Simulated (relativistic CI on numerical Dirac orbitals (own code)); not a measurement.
# How well does a small relativistic CI reproduce I II?

Computed by Dirac-Coulomb-Breit CI, separate exchange-only KLI orbitals for each configuration, model QED (radiative potential, 1s self-energy scaled to tabulated hydrogen-like ionisation energies), valence Slater integrals scaled by 0.85, P86 correlation energy added to each configuration (own radial code, finite nucleus).

Configuration list (outside the closed core [Kr] 4d10): 5s2.5p4, 5s2.5p3.6s, 5s.5p5, 5s2.5p3.5d, 5s2.5p3.6p, 5p6, 5s.5p4.5d, 5s2.5p3.7s, 5s2.5p3.6d, 5s2.5p3.4f, 5s2.5p3.7p, 5s2.5p3.8s, 5s2.5p3.7d, 5s2.5p3.5f, 5s2.5p3.8p, 5s2.5p3.5g, 5s2.5p3.8d, 5s2.5p2.5d2, 5s2.5p.5d2.6s, 5s2.5p.5d3, 5s2.5p.5d2.6p, 5s.5p2.5d3, 5s2.5p.5d2.7s. Double excitations out of closed p, d and f shells are left out; levels of such configurations are missing from the list, as are those of other unlisted configurations, and high levels can miss mixing partners. These lack a partner that the ground configuration has and come out too high: 5s2.5p3.6d, 5s2.5p3.4f, 5s2.5p3.7p, 5s2.5p3.8s, 5s2.5p3.7d.

```csv
Configuration,Term (tabulated),J,Measured (cm⁻¹),Computed,Error,Purity (%)
5s2.5p4,3P,2,0.0,0,0,89
5s2.5p4,3P,0,6447.9,6123,-325,81
5s2.5p4,3P,1,7087.0,6885,-202,98
5s2.5p4,1D,2,13727.2,14295,567,89
5s2.5p4,1S,0,29501.3,27900,-1601,80
5s2.5p3.6s,3S°,1,84842.9,89416,4574,72
5s2.5p3.5d,5D°,0,85384.1,89166,3782,84
5s2.5p3.5d,5D° †,3,85728.0,89557,3829,89
5s2.5p3.5d,5D° †,4,86036.3,89672,3635,91
5s2.5p3.5d,5D° †,2,86164.9,90164,3999,81
5s2.5p3.6s,3D°,3,96650.6,102469,5819,92
5s2.5p3.6s,1D°,2,97700.8,103621,5920,61
5s2.5p3.6p,5P,1,99219.6,102388,3169,86
5s2.5p3.6p,5P,2,99327.1,102538,3210,80
5s2.5p3.6p,5P,3,100402.7,103431,3028,90
5s2.5p3.6p,3P,1,101644.2,105049,3405,81
5s2.5p3.6p,3P,2,102613.5,105868,3254,80
5s2.5p3.6p,3P,0,103004.0,106205,3201,96
5s2.5p3.6p,3F,2,111298.1,115944,4645,56
5s2.5p3.6p,3F,3,112419.0,116994,4575,55
5s2.5p3.6p,3F,4,115353.9,120119,4765,99
```

Measured levels from NIST Handbook of Basic Atomic Spectroscopic Data (Sansonetti and Martin, J. Phys. Chem. Ref. Data 34, 1559 (2005)); pairs were made by configuration, J and term (by order where the table uses no LS term), so strongly mixed levels may be paired wrongly.

Mean error by configuration (cm⁻¹): 5s2.5p4 -390; 5s2.5p3.6s 5437; 5s2.5p3.5d 3782; 5s2.5p3.6p 3695. Over the excited levels the mean absolute error is 3297 cm⁻¹ (20 of the 27 excited levels that our extract of the source holds in range could be paired, and the others can miss by more), and the median relative error of those above 1,000 cm⁻¹ is 4.1 %. † marks terms whose computed intervals miss the measured ones by more than a factor of 2.5, or configurations far off the rest, from wrong mixing, a near crossing or a doubtful label or measurement; they are left out of the means.
